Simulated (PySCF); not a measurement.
Two-component Hartree-Fock for Mn³⁺ (manganese, charge +3)

Start: [Ar] 3d4; 3d3/2 filled at m_j = -3/2, -1/2, +1/2, +3/2. Calculated with PySCF 2.14 in x2c-TZVPPall-2c: generalised Hartree-Fock with the X2C-1e Hamiltonian and a Gaussian nucleus; one run each with spin-orbit coupling (SO) switched off, then screened by Boettger's factors.

| spinor shell | electrons | ε, spin-free (eV) | ε, screened SO (eV) | weight of nominal j (screened SO) | rms radius, screened SO (bohr) |
| --- | --- | --- | --- | --- | --- |
| 1s1/2 | 2 | -6635.9 | -6635.8 | 1.000 | 0.0703 |
| 2s1/2 | 2 | -841.39 | -841.35 | 1.000 | 0.302 |
| 2p1/2 | 2 | -714.97 | -722.67 | 0.977 | 0.272 |
| 2p3/2 | 4 | -714.97 | -711.16 | 0.988 | 0.274 |
| 3s1/2 | 2 | -141.97 | -141.95 | 1.000 | 0.906 |
| 3p1/2 | 2 | -103.76 | -105.49 | 0.655 | 0.962 |
| 3p3/2 | 4 | -103.76 | -102.89 | 0.828 | 0.968 |
| 3d3/2 | 4 | -52.952 | -52.959 | 0.513 | 1.13 |

| quantity | spin-free | screened SO |
| --- | --- | --- |
| E (hartree) | -1155.40641 | -1155.42365 |
| M_J | 0 | 0 |
| ⟨J²⟩ | 4.005 | 3.924 |
| ⟨L²⟩ | 6.004 | 6.001 |
| ⟨S²⟩ | 6.001 | 5.998 |

The determinant has a definite M_J but mixes levels of different J.

Each row is a mean over spinors that exchange with the open shell spreads, by up to 14.278 eV (3p3/2).

Rows whose weight is well below 1 are mixtures of j = l ± 1/2: exchange outweighs spin-orbit coupling there, and the label is only the starting occupation.

Without spin-orbit coupling the j labels of p, d and f shells carry no meaning; the spin-free column gives the mean over the occupied spinors of each nl shell, and its ⟨J²⟩ belongs to a mixture of degenerate components.
